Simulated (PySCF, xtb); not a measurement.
**C2H5Sn−: which of two conformers lies lower**

We compare X, `C=[CH][SnH2-]`, a singlet, with Y, `C=[CH][SnH2-]`, a singlet. Both are isolated ions in the gas phase, relaxed with PBE0-D3(BJ)/def2-SVPD.

X (Å):

| atom | x (Å) | y (Å) | z (Å) |
| --- | --- | --- | --- |
| C | 0.3431 | -0.0063 | -0.3618 |
| C | 0.8793 | 1.1949 | -0.6182 |
| Sn | -1.8544 | -0.4488 | -0.4474 |
| H | 1.9609 | 1.3956 | -0.5710 |
| H | -1.5954 | -1.9870 | -1.3601 |
| H | -1.8206 | -1.3455 | 1.1213 |
| H | 0.2521 | 2.0535 | -0.8933 |
| H | 1.0518 | -0.8061 | -0.0943 |

Y (Å):

```tsv
atom	x (Å)	y (Å)	z (Å)
C	-0.3009	0.7275	1.4703
C	0.6580	0.9003	0.5477
Sn	2.3210	-0.4906	0.0158
H	-1.0241	1.5137	1.7374
H	-0.4152	-0.2235	2.0048
H	0.6819	1.8943	0.0694
H	1.4362	-1.9365	0.6231
H	1.7295	-0.7227	-1.6713
```

Energies in hartree; the thermal terms are from GFN2-xTB frequencies at re-optimised GFN2-xTB minima (ideal gas, soft modes damped towards free rotors, one conformer each, 298.15 K, 1 atm) and include the zero-point energy:

|  | X | Y |
| --- | --- | --- |
| E, CCSD(T)/def2-SVPD | −292.370343 | −292.370042 |
| E, MP2/def2-SVPD | −292.307472 | −292.307304 |
| E, MP2/def2-TZVPPD | −292.664847 | −292.664461 |
| zero-point energy | 0.048187 | 0.048190 |
| H(298 K) − E | 0.054705 | 0.054708 |
| G(298 K) − E | 0.018684 | 0.018684 |

Task: Correct the CCSD(T) difference for the basis set by the MP2 change, then work out ΔE, ΔE₀, ΔH and ΔG for X → Y in kcal/mol (1 Eh = 627.51 kcal/mol) and the equilibrium ratio [Y]/[X].

Result: 1. Differences Y − X: CCSD(T) +0.000301, MP2 in the small set +0.000168, MP2 in the large set +0.000386 Eh.
2. ΔE = +0.000301 + (+0.000386 − (+0.000168)) = +0.000519 Eh = +0.33 kcal/mol.
3. ΔE₀ = ΔE + ΔZPE = +0.000519 + (+0.000003) Eh = +0.33 kcal/mol.
4. ΔH = ΔE + (+0.000003) Eh = +0.33 kcal/mol.
5. ΔG = ΔE + (0.000000) Eh = +0.33 kcal/mol, so ΔS = (ΔH − ΔG)/T = 0.0 J/(mol K).
6. kT = 0.9442 mEh, so K = [Y]/[X] = exp(−ΔG/kT) = exp(−0.55) ≈ 0.58.

The two are too close for this level to say which is favoured. An error of 1 kcal/mol in ΔG would change K by a factor of 5.4. Mirror images and further conformers aren't counted.

Other levels gave ΔE = +0.1 (PBE0-D3(BJ)/def2-SVPD); +0.7 (HF/def2-SVPD); +0.1 (MP2/def2-SVPD); +0.2 (CCSD(T)/def2-SVPD) kcal/mol. The correlated steps freeze 6 core orbitals; the filled d shell of Sn is correlated, in a basis made for valence electrons. Atoms past krypton carry core potentials in the def2 sets, without spin–orbit terms. Programs: PySCF 2.14.0, xtb 6.7.1.
